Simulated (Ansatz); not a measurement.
Bond stretch in H₃ClSi, SMILES [SiH3]Cl. The Si1–H5 bond (Si1 also carries Cl, H, H; H5 carries nothing else) is stretched with both fragments frozen at the PBE0/def2-TZVP optimised geometry.

- RCCSDT(Q) = CCSDT(Q) on RHF/cc-pVDZ, frozen core (Ansatz, a first-principles code)
- RCCSD = CCSD on RHF/cc-pVDZ, frozen core (Ansatz)
- RCCSDT = CCSDT on RHF/cc-pVDZ, frozen core in Ansatz

Energies are in kcal/mol, each relative to the lowest point of its own curve near equilibrium.

```
R / Å  RCCSDT(Q)  RCCSD  RCCSDT
-----  ---------  -----  ------
1.19        29.3   29.1    29.2
1.26        15.3   15.1    15.3
1.34         5.6    5.6     5.6
1.39         2.3    2.2     2.3
1.43         0.7    0.7     0.7
1.48         0.0    0.0     0.0
1.51         0.1    0.1     0.1
1.55         0.8    0.8     0.8
1.62         3.1    3.2     3.1
1.72         8.4    8.6     8.4
1.80        13.6   13.9    13.6
2.00        28.3   29.0    28.3
2.21        43.7   44.9    43.7
2.49        61.1   63.2    61.2
2.68        70.2   73.2    70.3
```

The T1 diagnostic of CCSD on the restricted reference of RCCSDT(Q), RCCSD, RCCSDT exceeds 0.045 at 3.57 to 5.11 Å.
